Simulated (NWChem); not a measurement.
System: C2H6ClFSi; SMILES C[Si](C)(F)Cl

NWChem input:

```
start job
memory heap 200 mb stack 900 mb global 1100 mb
geometry units angstroms noautosym nocenter noautoz
  C     -0.719697    -1.000192     1.574299
  Si     0.043429    -0.351761     0.000000
  C     -0.719697    -1.000192    -1.574299
  F      1.619752    -0.716245     0.000000
  Cl    -0.086975     1.727418     0.000000
  H     -0.222549    -0.575219     2.452500
  H     -1.784070    -0.746199     1.629206
  H     -0.626384    -2.091671     1.625032
  H     -0.222549    -0.575219    -2.452500
  H     -1.784070    -0.746199    -1.629206
  H     -0.626384    -2.091671    -1.625032
end
basis spherical
  * library def2-svp
end
dft
  xc pbe0
  iterations 150
end
cosmo
  do_cosmo_smd true
  solvent dioxane
end
task dft energy
```

Parts of the log:

```
             Northwest Computational Chemistry Package (NWChem) 7.3.0
             --------------------------------------------------------

                             Geometry "geometry" -> ""
                             -------------------------

 Output coordinates in angstroms (scale by  1.889725989 to convert to a.u.)

  No.       Tag          Charge          X              Y              Z
 ---- ---------------- ---------- -------------- -------------- --------------
    1 C                    6.0000    -0.71969700    -1.00019200     1.57429900
    2 Si                  14.0000     0.04342900    -0.35176100     0.00000000
    3 C                    6.0000    -0.71969700    -1.00019200    -1.57429900
    4 F                    9.0000     1.61975200    -0.71624500     0.00000000
    5 Cl                  17.0000    -0.08697500     1.72741800     0.00000000
    6 H                    1.0000    -0.22254900    -0.57521900     2.45250000
    7 H                    1.0000    -1.78407000    -0.74619900     1.62920600
    8 H                    1.0000    -0.62638400    -2.09167100     1.62503200
    9 H                    1.0000    -0.22254900    -0.57521900    -2.45250000
   10 H                    1.0000    -1.78407000    -0.74619900    -1.62920600
   11 H                    1.0000    -0.62638400    -2.09167100    -1.62503200

 Effective nuclear repulsion energy (a.u.)     303.5531909627

                                 NWChem DFT Module
                                 -----------------

 Summary of "ao basis" -> "ao basis" (spherical)
 ------------------------------------------------------------------------------
       Tag                 Description            Shells   Functions and Types
 ---------------- ------------------------------  ------  ---------------------
 C                          def2-svp                 6       14   3s2p1d
 Si                         def2-svp                 8       18   4s3p1d
 F                          def2-svp                 6       14   3s2p1d
 Cl                         def2-svp                 8       18   4s3p1d
 H                          def2-svp                 3        5   2s1p

 in cosmo_initialize ...
 calling solv_data for solv:dioxane

 solvent parameters
 solvname_short: dioxane
 solvname_long:  1,4-dioxane
 dielec:        2.2099
 dielecinf:     2.0232
 nonaqueous SMD model solvent descriptors
 dielec:        2.2099
 sola:          0.0000
 solb:          0.6400
 solc:          0.0000
 solg:         47.1400
 solh:          0.0000
 soln:          1.4224

          ---------------
          -cosmo- solvent
          ---------------
 Cosmo: York-Karplus, doi: 10.1021/jp992097l
 dielectric constant -eps-     =   2.21
 screen = (eps-1)/(eps    )    =   0.54749
 surface charge correction     = lagrangian

   van der Waals surface
 --------------------------

 ---------- ATOMIC COORDINATES (A.U.) ------------ VDWR(ANG.) --
     1   -1.36003012   -1.89008882    2.97499373     1.850
     2    0.08206891   -0.66473190    0.00000000     2.470
     3   -1.36003012   -1.89008882   -2.97499373     1.850
     4    3.06088745   -1.35350679    0.00000000     1.730
     5   -0.16435892    3.26434669    0.00000000     2.380
     6   -0.42055663   -1.08700629    4.63455299     1.200
     7   -3.37140344   -1.41011164    3.07875292     1.200
     8   -1.18369412   -3.95268505    3.07086520     1.200
     9   -0.42055663   -1.08700629   -4.63455299     1.200
    10   -3.37140344   -1.41011164   -3.07875292     1.200
    11   -1.18369412   -3.95268505   -3.07086520     1.200
 number of segments per atom =        128
 number of   points per atom =        128
 atom (   nspa,  nppa )
 ----------------------
    1 (     43,     0 )       0
    2 (     40,     0 )       0
    3 (     43,     0 )       0
    4 (     66,     0 )       0
    5 (     94,     0 )       0
    6 (     52,     0 )       0
    7 (     49,     0 )       0
    8 (     52,     0 )       0
    9 (     52,     0 )       0
   10 (     49,     0 )       0
   11 (     52,     0 )       0
 number of -cosmo- surface points =      592
 molecular surface =    141.415 angstrom**2
 molecular volume  =    133.931 angstrom**3
 -lineq- algorithm             =   0
 -bem- low  level              =   3
 -bem- from -octahedral-
 gaussian surface charge width =   4.50000
 degree of switching           =   1.00000
 switching function tolerance  =   0.00010
 atomic radii =
 --------------
    1  6.000  1.850
    2 14.000  2.470
    3  6.000  1.850
    4  9.000  1.730
    5 17.000  2.380
    6  1.000  1.200
    7  1.000  1.200
    8  1.000  1.200
    9  1.000  1.200
   10  1.000  1.200
   11  1.000  1.200
 ...... end of -cosmo- initialization ......

 nat:                    11
 ixmem:                  6636
 calling mnsol_interface()
 G(SMD-CDS) energy (kcal/mol)  =     0.248
 SMD-CDS SASA (angstrom**2)    =   161.649

            General Information
            -------------------
          SCF calculation type: DFT
          Wavefunction type:  closed shell.
          No. of atoms     :    11
          No. of electrons :    58
           Alpha electrons :    29
            Beta electrons :    29
          Charge           :     0
          Spin multiplicity:     1
          Use of symmetry is: off; symmetry adaption is: off
          Maximum number of iterations: 150
          AO basis - number of functions:   108
                     number of shells:    52
          Convergence on energy requested:  1.00D-06
          Convergence on density requested:  1.00D-05
          Convergence on gradient requested:  5.00D-04

              XC Information
              --------------
                         PBE0 Method XC Functional
                     Hartree-Fock (Exact) Exchange  0.250
          PerdewBurkeErnzerhof Exchange Functional  0.750
            Perdew 1991 LDA Correlation Functional  1.000 local
           PerdewBurkeErnz. Correlation Functional  1.000 non-local

             Grid Information
             ----------------
          Grid used for XC integration:  medium
          Radial quadrature: Mura-Knowles
          Angular quadrature: Lebedev.
          Tag              B.-S. Rad. Rad. Pts. Rad. Cut. Ang. Pts.
          ---              ---------- --------- --------- ---------
          C                   0.70       49          11.0       434
          Si                  1.10       88           8.0       590
          F                   0.50       49          10.0       434
          Cl                  1.00       88          11.0       590
          H                   0.35       45          12.0       434
          Grid pruning is: on
          Number of quadrature shells:   593
          Spatial weights used:  Erf1

      Superposition of Atomic Density Guess
      -------------------------------------

 Sum of atomic energies:        -925.59987001

      Non-variational initial energy
      ------------------------------

 Total energy =    -927.672284
 1-e energy   =   -1882.490200
 2-e energy   =     651.264726
 HOMO         =      -0.366805
 LUMO         =       0.080096

   convergence    iter        energy       DeltaE   RMS-Dens  Diis-err
 ---------------- ----- ----------------- --------- --------- ---------
     COSMO gas phase
 d= 0,ls=0.0,diis     1   -928.5970746896 -1.23D+03  1.18D-02  6.17D-01
 d= 0,ls=0.0,diis     2   -928.5900319110  7.04D-03  5.98D-03  8.22D-01
 d= 0,ls=0.0,diis     3   -928.6635181605 -7.35D-02  1.07D-03  2.70D-02
 d= 0,ls=0.0,diis     4   -928.6653062173 -1.79D-03  4.62D-04  3.23D-03
 d= 0,ls=0.0,diis     5   -928.6657097834 -4.04D-04  5.47D-05  3.79D-05
  Resetting Diis
 d= 0,ls=0.0,diis     6   -928.6657144777 -4.69D-06  9.66D-06  6.00D-07
 d= 0,ls=0.0,diis     7   -928.6657145341 -5.64D-08  6.24D-06  1.47D-07

   convergence    iter        energy       DeltaE   RMS-Dens  Diis-err
 ---------------- ----- ----------------- --------- --------- ---------
     COSMO solvation phase
 d= 0,ls=0.0,diis     1   -928.6685623903 -2.85D-03  6.26D-04  6.58D-04
 d= 0,ls=0.0,diis     2   -928.6687379415 -1.76D-04  1.62D-04  2.82D-04
 d= 0,ls=0.0,diis     3   -928.6687618764 -2.39D-05  4.81D-05  7.07D-05
 d= 0,ls=0.0,diis     4   -928.6687675563 -5.68D-06  1.64D-05  4.22D-06
 d= 0,ls=0.0,diis     5   -928.6687679511 -3.95D-07  4.58D-06  1.92D-07

         Total DFT energy =     -928.668767951071
      One electron energy =    -1886.637940042168
           Coulomb energy =      726.755514613847
    Exchange-Corr. energy =      -72.343881530306
 Nuclear repulsion energy =      303.553190962682

             COSMO energy =        0.004348044875

 Numeric. integr. density =       58.000013241314

                                COSMO-SMD solvation results
                                ---------------------------

             internal energy in gas <Psi(g)|H|Psi(g)> =      -928.665714534098
         internal energy in solvent <Psi(s)|H|Psi(s)> =      -928.665489025115
                               delta internal energy  =         0.000225508983 (    0.14 kcal/mol)
   total free energy in solvent <Psi(s)|H+V/2|Psi(s)> =      -928.669162662984
 polarization energy contribution <Psi(s)|V/2|Psi(s)> =        -0.003673637869 (   -2.31 kcal/mol)
    total free energy in solvent including G(SMD-CDS) =      -928.668767951071
                       G(SMD-CDS) energy contribution =         0.000394711913 (    0.25 kcal/mol)
     1 M fixed-concentration free energy of solvation =        -0.003053416972 (   -1.92 kcal/mol)

                       DFT Final Molecular Orbital Analysis
                       ------------------------------------

 Vector   27  Occ=2.000000D+00  E=-3.550933D-01
              MO Center= -1.8D-01,  3.6D-01,  2.4D-08, r^2= 3.9D+00
   Bfn.  Coefficient  Atom+Function         Bfn.  Coefficient  Atom+Function
  ----- ------------  ---------------      ----- ------------  ---------------
    73      0.427565   5 Cl pz               70      0.314133   5 Cl pz
     6     -0.215556   1 C  pz               38     -0.215556   3 C  pz
    24      0.193769   2 Si pz               52      0.193917   4 F  pz
    67      0.184167   5 Cl pz               55     -0.146047   4 F  pz
     9     -0.124883   1 C  pz               41     -0.124883   3 C  pz

 Vector   28  Occ=2.000000D+00  E=-3.356406D-01
              MO Center= -6.8D-02,  1.5D+00, -2.1D-09, r^2= 1.9D+00
   Bfn.  Coefficient  Atom+Function         Bfn.  Coefficient  Atom+Function
  ----- ------------  ---------------      ----- ------------  ---------------
    71      0.610349   5 Cl px               68      0.448913   5 Cl px
    65      0.261868   5 Cl px               25      0.099811   2 Si px
    51      0.096408   4 F  py               72      0.093838   5 Cl py
    54     -0.071722   4 F  py               69      0.069518   5 Cl py
    50     -0.062482   4 F  px                5      0.059527   1 C  py

 Vector   29  Occ=2.000000D+00  E=-3.148232D-01
              MO Center= -3.0D-01,  3.2D-01,  9.4D-09, r^2= 4.0D+00
   Bfn.  Coefficient  Atom+Function         Bfn.  Coefficient  Atom+Function
  ----- ------------  ---------------      ----- ------------  ---------------
    73      0.459943   5 Cl pz               70      0.334003   5 Cl pz
     6      0.219797   1 C  pz               38      0.219797   3 C  pz
    24     -0.196909   2 Si pz               67      0.194266   5 Cl pz
     3     -0.179237   1 C  s                35      0.179237   3 C  s
     9      0.141916   1 C  pz               41      0.141916   3 C  pz

 Vector   30  Occ=0.000000D+00  E= 5.972798D-02
              MO Center= -5.2D-01, -9.5D-01, -1.4D-07, r^2= 7.1D+00
   Bfn.  Coefficient  Atom+Function         Bfn.  Coefficient  Atom+Function
  ----- ------------  ---------------      ----- ------------  ---------------
     3      1.629857   1 C  s                35      1.629857   3 C  s
    18     -1.165284   2 Si s                85     -0.716948   7 H  s
   100     -0.716949  10 H  s                90     -0.629911   8 H  s
   105     -0.629911  11 H  s                80     -0.481617   6 H  s
    95     -0.481617   9 H  s                49      0.320443   4 F  s

 Vector   31  Occ=0.000000D+00  E= 6.552748D-02
              MO Center= -3.8D-01, -4.0D-01,  2.1D-09, r^2= 3.8D+00
   Bfn.  Coefficient  Atom+Function         Bfn.  Coefficient  Atom+Function
  ----- ------------  ---------------      ----- ------------  ---------------
    25      0.851699   2 Si px               26     -0.607652   2 Si py
     3      0.439931   1 C  s                18     -0.440764   2 Si s
    35      0.439930   3 C  s                72     -0.417289   5 Cl py
    90     -0.409217   8 H  s               105     -0.409217  11 H  s
    64      0.404462   5 Cl s                49     -0.317262   4 F  s

 Vector   32  Occ=0.000000D+00  E= 7.282819D-02
              MO Center= -4.2D-02, -1.5D-01,  1.5D-08, r^2= 4.5D+00
   Bfn.  Coefficient  Atom+Function         Bfn.  Coefficient  Atom+Function
  ----- ------------  ---------------      ----- ------------  ---------------
     3      0.857697   1 C  s                35      0.857697   3 C  s
    25      0.662503   2 Si px               26      0.654577   2 Si py
    80     -0.641480   6 H  s                95     -0.641480   9 H  s
    17      0.487707   2 Si s                72      0.397378   5 Cl py
    23      0.296748   2 Si py               64     -0.275193   5 Cl s

     Multipole analysis of the density
     ---------------------------------

     L   x y z        total         alpha         beta         nuclear
     -   - - -        -----         -----         ----         -------
     0   0 0 0     -0.000000    -29.000000    -29.000000     58.000000

     1   1 0 0     -0.809395     -0.220288     -0.220288     -0.368820
     1   0 1 0     -0.785195      0.394695      0.394695     -1.574586
     1   0 0 1      0.000000      0.000000      0.000000     -0.000000

     2   2 0 0    -33.979276    -83.469499    -83.469499    132.959723
     2   1 1 0      1.390924     -1.032449     -1.032449      3.455821
     2   1 0 1      0.000000      0.000000      0.000000      0.000000
     2   0 2 0    -33.148986   -158.715470   -158.715470    284.281955
     2   0 1 1     -0.000000     -0.000000     -0.000000     -0.000000
     2   0 0 2    -30.638271   -108.810676   -108.810676    186.983081
```

Level: PBE0/def2-SVP, SMD on the gas-phase geometry. Geometry: optimised at B3LYP/6-31G* (spherical d). Solvent: 1,4-dioxane.
